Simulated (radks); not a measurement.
Excited configurations of Er I: one electron is placed in a higher orbital outside [Xe] 4f12 6s1. The ground configuration is [Xe] 4f12 6s2. Calculated with a radial shooting solver on a logarithmic mesh with Libxc functionals: scalar-relativistic Kohn-Sham, r2SCAN, spin-unpolarised, spherical densities, finite nucleus; meta-GGA in the generalised Kohn-Sham scheme; Fermi nuclear charge, rms radius 5.2516 fm. Excitation = E - E(ground); binding = E(ion) - E, where the ion is the core of charge +1; n* = 1/sqrt(2 binding) in atomic units, and the quantum defect is n - n*.

outer orbital  excitation (eV)  binding (eV)     n*  quantum defect  eigenvalue (eV)  <r> (bohr)
5d                       3.149         3.237  2.050           2.950           -0.677       4.140
6p                       2.860         3.526  1.964           4.036           -1.788       5.501
6d                       5.051         1.334  3.193           2.807           -0.635       12.27
7s                       4.287         2.098  2.546           4.454           -1.273       10.04
7p                       4.880         1.505  3.006           3.994           -0.884       13.18
7d                       5.582         0.804  4.114           2.886           -0.462       23.10

The Delta-SCF ionisation energy is 6.386 eV (NIST Atomic Spectra Database: 6.108 eV, measured). Self-interaction in the functional shifts the binding energies and quantum defects, so they are the method's values and not measured ones. Spin polarisation and multiplet splitting are left out, so open shells lie too high by an amount that depends on their filling. Spin-orbit splitting is averaged out at the scalar-relativistic level.

Beside tabulated values, note that spin-unpolarised runs miss the spin-polarisation part of the exchange energy of open shells.
